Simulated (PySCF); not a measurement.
Spin states and ions at one geometry of La(OH)3(NH3)

PySCF 2.14.0, RKS PBE0, La def2-SVP with ECP46, O def2-SVP, H def2-SVP, N def2-SVP; non-relativistic Hamiltonian with scalar-relativistic core potentials where named; density fitting; no spin-orbit coupling; singlets restricted, open shells unrestricted. The geometry is relaxed for charge 0, singlet, vacuum:

```xyz
11

La    0.1770   -0.2177    0.2699
O     1.2873    1.3833    1.3031
H     1.8140    1.9984    1.8129
O    -1.4926   -1.1903    1.3350
H    -2.1236   -1.6848    1.8583
O     1.2161   -1.3517   -1.3108
H     1.7363   -1.8857   -1.9107
N    -1.3424    1.3645   -1.3457
H    -1.9507    1.9878   -0.8131
H    -0.7845    1.9606   -1.9584
H    -1.9532    0.8176   -1.9540
```

Energies count from the relaxed state; an electron taken off or put on is at rest in vacuum. Charges and spins are Mulliken's.

```tsv
state	energy (eV)	spin squared	charge on La1 (e)	spin on La1 (e)	dipole about the centre of mass (D)
charge 0, singlet, vacuum	0.00	0.00	0.99	0.00	4.37
charge 0, triplet, vacuum	5.49	2.02	0.37	0.87	2.64
```

Question: What does the state charge +1, doublet, vacuum give?

Answer: energy (eV) 8.74, spin squared 0.77, charge on La1 (e) 1.27, spin on La1 (e) -0.12, dipole about the centre of mass (D) 3.02.

With an electron taken off (doublet) the charges change, summed by element, by La +0.28 e, O +0.48 e, H +0.26 e, N -0.03 e. The vertical ionisation energy is 8.74 eV, against −ε(HOMO) = 6.82 eV of the relaxed state. The level lies 1.9 eV too high, as is usual for semilocal functionals and global hybrids, which keep a self-interaction error.

Open shells may have lower solutions than those found.
